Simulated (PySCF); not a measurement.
Delta-SCF ions had no search for a lower state. Excitations are Tamm–Dancoff values on a coarser integration grid. The basis has no diffuse functions, so Rydberg states are missing or too high.

**C$_{3}$H$_{2}$F$_{2}$, SMILES `C1(=C[C@@H]1F)F` (charge 0, multiplicity 1)**

Method: PBE-D3(BJ)/def2-TZVP run with PySCF 2.14.0.

```json
{
 "HOMO": "-7.24 eV",
 "dipole_moment": "0.421 e·Å",
 "HOMO–LUMO gap": "6.03 eV",
 "LUMO": "-1.22 eV",
 "S1 excitation (TDA)": "6.43 eV",
 "S1 oscillator strength": "0.004",
 "T1 excitation (TDA)": "5.04 eV",
 "S1–T1 gap (TDA)": "1.39 eV",
 "vertical ionisation energy (Delta-SCF)": "10.81 eV",
 "total_energy": "-8569.01 eV",
 "cost": "very roughly 80 core-seconds"
}
```

```xyz
7

F      0.4139     0.7438    -1.9863
C      0.2402     0.3745    -0.7297
C      0.7000     0.3666     0.4900
C     -0.6023    -0.3418     0.2032
F     -0.6051    -1.7457     0.1872
H      1.4281     0.6096     1.2546
H     -1.5748    -0.0071     0.5810
```
